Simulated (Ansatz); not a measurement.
Isolated molecules relaxed with PBE0-D4/def2-TZVP in Ansatz; ΔE leaves out vibrations. CCSD(T)/CBS adds triple-zeta CCSD(T) − MP2 to the extrapolated MP2 energy (def2 sets, frozen cores). Functionals use def2-TZVPP. B3LYP here is the variant with VWN-RPA as its local correlation; programs differ in this. One conformer a species, not always the lowest.

Reaction (cleavage of the Al–B bond): `C[SiH2][B](N)[AlH2]` + `C[SiH](O)F` → `C[SiH](F)[O][AlH2]` + `C[SiH2]BN`

```csv
level,ΔE (kcal/mol)
PBE-D4,-41.9
B3LYP,-48.6
HF/def2-TZVPP,-53.3
MP2/def2-TZVPP,-49.0
```

Problem. What does CCSD(T)/CBS give? (Estimate.)

Solution. Ansatz gave: -47.2 kcal/mol. The listed levels differ from it by 5.3, -1.4, -6.1, -1.8 kcal/mol.

Largest T1 diagnostic among the species: 0.013.

In def2-TZVPP, CCSD(T) changes the Hartree–Fock value by +6.1 kcal/mol (the triples alone add +1.0 kcal/mol) and MP2 by +4.3 kcal/mol. From PBE to PBE0 (25 % exact exchange), in def2-TZVPP and without D4, ΔE moves by −1.7 kcal/mol. The D4 term adds +0.7 kcal/mol with B3LYP and +0.4 kcal/mol with PBE0; it sums over pairs of atoms, weighted by their polarisabilities, and B3LYP, whose exchange is more repulsive, gets the larger term.
